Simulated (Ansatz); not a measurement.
Frontier orbitals of `N#[C][Ge]([Cl])([Cl])[Cl]`.

```json
{"atom": "N1", "x (Å)": "0.037", "y (Å)": "-2.507", "z (Å)": "-0.549"}
{"atom": "C2", "x (Å)": "0.020", "y (Å)": "-1.383", "z (Å)": "-0.303"}
{"atom": "Ge3", "x (Å)": "-0.007", "y (Å)": "0.481", "z (Å)": "0.105"}
{"atom": "Cl4", "x (Å)": "-0.680", "y (Å)": "1.531", "z (Å)": "-1.597"}
{"atom": "Cl5", "x (Å)": "1.950", "y (Å)": "1.085", "z (Å)": "0.616"}
{"atom": "Cl6", "x (Å)": "-1.320", "y (Å)": "0.794", "z (Å)": "1.728"}
```

Total charge 0; spin multiplicity 1. Correlated methods include outer-core shells of Ge, which these sets cover unevenly. Scalar relativity is left out up to krypton. The structure was optimised at the PBE0-D4/def2-TZVP level. Basis def2-TZVPP, Ansatz.

Orbital energies of one run (eV). Highest occupied ones, from the top: -9.96, -10.15, -10.15, -10.34, -10.58, -10.58, -10.86, -10.86, -11.37, -12.69, -12.69, -14.03, -17.57, -23.83. Empty: -2.04, -1.44, -1.44, 0.73, 1.84, 1.84.

(1) Which functional gave them?
A. LC-ωPBE
B. BLYP
C. PBE0
D. CAM-B3LYP

## Answers

(1) C. HOMO energies: PBE0 -9.96, LC-ωPBE -12.82, BLYP -8.31, CAM-B3LYP -11.34 eV.

LC-ωPBE has ω = 0.4 bohr⁻¹.
